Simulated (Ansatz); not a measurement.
Mulliken charges of CH₃OSSb, SMILES `O=[C](S)[SbH2]` from ωB97M-V/def2-TZVPP in Ansatz (PBE0-D4/def2-TZVP geometry).

```csv
atom,x (Å),y (Å),z (Å),charge (e)
O1,-0.037,-2.094,0.125,-0.240
C2,0.192,-0.934,0.278,0.039
S3,1.805,-0.398,0.827,-0.056
Sb4,-1.437,0.555,0.019,0.257
H5,1.551,0.917,0.752,0.108
H6,-0.378,1.817,-0.444,-0.070
H7,-1.634,0.069,-1.602,-0.038
```

Q: By hand: the dipole of these point charges (1 e Å = 4.8032 D).

A: Σ q r = (-0.198, 0.600, 0.113) e Å, of length 0.642 e Å = 3.08 D.

Q: How does the dipole of the full density compare? (An estimate is asked.)

A: Ansatz gave: (-0.128, 0.586, 0.037) e Å, 2.89 D; the point charges give 1.07 times that, at 9° from its direction.

Point charges leave out the atoms' own dipoles, such as those of lone pairs, and Mulliken's split depends on the basis, so the close match here is no proof of good charges.
